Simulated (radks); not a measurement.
Question: Species: Fe II. Configuration: [Ar] 3d5 4s2 (not the ground configuration). All-electron calculation, non-relativistic Kohn-Sham, PBEsol, spin-polarised, spherical densities, point nucleus; open shells are filled with parallel spins first. Program: a radial shooting solver on a logarithmic mesh with Libxc functionals. Some entries of the table are withheld. Estimate them.

| orbital | occ. | eigenvalue (hartree) | r(max) (bohr) |
|---|---|---|---|
| 1s up | 1 | -255.0624 | 0.03898 |
| 1s down | 1 | -255.0622 | 0.03898 |
| 2s up | 1 | -30.20303 | 0.2255 |
| 2s down | 1 | -30.10211 | 0.2253 |
| 2p up | 3 | -26.14236 | 0.1812 |
| 2p down | 3 | -26.06678 | 0.1809 |
| 3s up | 1 | -3.99708 | 0.7063 |
| 3s down | 1 | -3.78467 | 0.7077 |
| 3p up | 3 | (1) | 0.7127 |
| 3p down | 3 | (2) | 0.7150 |
| 3d up | 5 | -0.87331 | 0.6912 |
| 3d down | 0 | -0.67945 | 0.7031 |
| 4s up | 1 | (3) | 2.175 |
| 4s down | 1 | (4) | 2.295 |

Answer: 
(1) 3p up eigenvalue (hartree): -2.80717
(2) 3p down eigenvalue (hartree): -2.59818
(3) 4s up eigenvalue (hartree): -0.52843
(4) 4s down eigenvalue (hartree): -0.48648
